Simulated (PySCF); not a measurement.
Match the calculated data to a structure.

All candidates are C6H7ClF2.

- Rotational structure: rotational constants A, B, C: 1.920, 1.063, 0.727 GHz [GFN2-xTB]
- Dipole: 1.43 D [B3LYP/def2-SVPD]
- Polarisability: 96.6 au [B3LYP/def2-SVPD]
- Triplet: lowest triplet excitation (Tamm–Dancoff): 2.99 eV [TDA B3LYP/def2-SVPD]
- UV, first state: lowest singlet excitation: 5.10 eV (243 nm, f = 0.647) [TDDFT B3LYP/def2-SVPD]

Electronic properties: PySCF, gas phase, density fitting. Levels stand in brackets. Geometry: GFN2-xTB, one conformer, isolated molecule.

Question: Which candidate is it?
A. `C=C(F)/C(F)=C(\Cl)CC`
B. `FC(F)[C@@H]1CC=C(Cl)C1`
C. `CC/C=C(F)\C(Cl)=C/F`

Answer: A. It is `C=C(F)/C(F)=C(\Cl)CC`. Numbering: `[CH2:1]=[C:2]([F:3])/[C:4]([F:5])=[C:6](\[Cl:7])[CH2:8][CH3:9]`. Its formula, C6H7ClF2, gives 2 degrees of unsaturation: 0 rings and 2 π bonds in the structure found. S1 is mainly HOMO→LUMO (weight 0.96); the largest Löwdin shares of the orbital it empties are 0.20 on the terminal =CH2 carbon, 0.20 on the vinylic C–Cl carbon, 0.17 on a vinylic C–F carbon and 0.16 on the vinyl chlorine, of the orbital it fills 0.22 on the vinylic C–Cl carbon, 0.22 on the terminal =CH2 carbon, 0.16 on a vinylic C–F carbon and 0.14 on a vinylic C–F carbon. The optimised geometry has point group C1 and is an asymmetric top.

The others, at the same levels:
- `FC(F)[C@@H]1CC=C(Cl)C1` fails: its computed lowest singlet excitation is 6.34 eV (195 nm, f = 0.002) (against 5.10 eV), lowest triplet excitation (Tamm–Dancoff) is 4.18 eV (against 2.99 eV) and static isotropic polarisability is 83.5 au (against 96.6 au).
- `CC/C=C(F)\C(Cl)=C/F` fails: its computed lowest triplet excitation (Tamm–Dancoff) is 3.39 eV (against 2.99 eV), static isotropic polarisability is 90.9 au (against 96.6 au) and rotational constant A is 1.718 GHz (against 1.920 GHz).

Each candidate is one conformer, not necessarily the lowest. Dipoles, sizes and rotational constants follow the conformer. The torsions of the flexible species, by atom-mapped SMILES:
- `[CH2:1]=[C:2]([F:3])/[C:4]([F:5])=[C:6](\[Cl:7])[CH2:8][CH3:9]`: C1–C2–C4–F5 1°, C4–C6–C8–C9 -104°
- `[CH3:1][CH2:2]/[CH:3]=[C:4]([F:5])\[C:6]([Cl:7])=[CH:8]/[F:9]`: C1–C2–C3–C4 141°, C3–C4–C6–Cl7 -136°

The conformers of `FC(F)[C@@H]1CC=C(Cl)C1` aren't listed.
